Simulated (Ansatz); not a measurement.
`BC(=N)CF`, relaxed with RKS PBE-D4/def2-SVP in Ansatz from a rough embedded geometry. The force threshold is 0.03 eV/Å; the program also tests the step.

Charge 0, multiplicity 1.

Start:

```xyz
10

B     1.109   -1.150    0.285
C     0.020   -0.043    0.378
N    -0.518    0.158    1.495
C    -0.464    0.749   -0.757
F    -1.535    0.140   -1.395
H     1.553   -1.425   -0.825
H     1.404   -1.818    1.197
H    -1.277    0.875    1.701
H     0.396    0.756   -1.558
H    -0.689    1.757   -0.520
```

(1) How much energy does the relaxation release, and in how many steps? (Estimate.)

(2) Which bonds change most? (An estimate is asked.)

(3) Give the relaxed structure. (Best estimate.)

Answers

(1) The calculation gave: 16.77 kcal/mol, in 25 steps, 2 of them rejected.

(2) Ansatz gave: C4–H9 from 1.175 to 1.115 Å; C4–H10 from 1.059 to 1.114 Å; C2–C4 from 1.467 to 1.510 Å; B1–H7 from 1.169 to 1.213 Å.

(3) Computed: 
```xyz
10

B     0.857   -1.297    0.226
C     0.024    0.025    0.413
N     0.081    0.496    1.611
C    -0.630    0.660   -0.791
F    -0.711   -0.287   -1.808
H     1.874   -1.269   -0.442
H     0.537   -2.314    0.805
H    -0.357    1.436    1.686
H    -0.022    1.523   -1.153
H    -1.653    1.028   -0.549
```
